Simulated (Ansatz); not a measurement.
Reactions of C2H8N2Si (`CN=CN[SiH3]`).

Program: Ansatz. Geometries: PBE0-D4/def2-TZVP. ΔE: electronic, gas phase. CCSD(T)/CBS is the MP2 limit (def2-TZVPP, def2-QZVPP) plus CCSD(T) − MP2 in def2-TZVPP, frozen cores. Double bonds are as drawn, so ΔE can hold a change between cis and trans. DFT in def2-TZVPP. B3LYP here is the variant with VWN-RPA as its local correlation; programs differ in this. One conformer a species, not always the lowest.

| reaction | CCSD(T)/CBS(def2) (kJ/mol) |
| --- | --- |
| `C/N=C/N[SiH3]` + `OC(O)O` → `OC(O)O[SiH3]` + `C/N=C\N` | -22 |
| `C/N=C/N[SiH3]` + `OC1[SiH2]S1` → `[SiH3]OC1[SiH2]S1` + `C/N=C\N` | ? |
| `C/N=C/N[SiH3]` + `CS[SiH2]O` → `O[SiH2]SC[SiH3]` + `C/N=C\N` | 74 |
| `C/N=C/N[SiH3]` + `S[SiH2]S` → `[SiH3]S[SiH2]S` + `C/N=C\N` | -1 |

**Question.** Fill in the missing values. (Best estimate.)

**Answer.** The calculation gave: `C/N=C/N[SiH3]` + `OC1[SiH2]S1` → `[SiH3]OC1[SiH2]S1` + `C/N=C\N`: -16.9 kJ/mol.

Largest T1 diagnostic: 0.014, for `[SiH3]OC1[SiH2]S1`.
